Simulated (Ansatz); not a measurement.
Ansatz (a quantum-chemistry and plane-wave program) input:

Ansatz 0.2 input:
```yaml
crystal:
  periodic: [false, false, false]
  atoms:
    - {symbol: Cd, position_ang: [-0.00000000, -0.00000000, -0.62747336]}
    - {symbol: Cl, position_ang: [0.00000000, 0.00000000, 1.77168950]}
basis:
  gaussian:
    orbitals: def2-TZVP
hamiltonian:
  xc: b3lyp
  dispersion: d3bj
magnetization: {spin_polarized: true, initial_magnetization: 1}
phonons: {temperatures: {t_min: 298.15, t_max: 298.15, t_step: 100}}
```

Problem. What final total energy does it print?

Solution. -628.07792 Eh (B3LYP-D3(BJ)/def2-TZVP). The basis has 77 functions.

The spin state was set by rule; other spins were not relaxed.
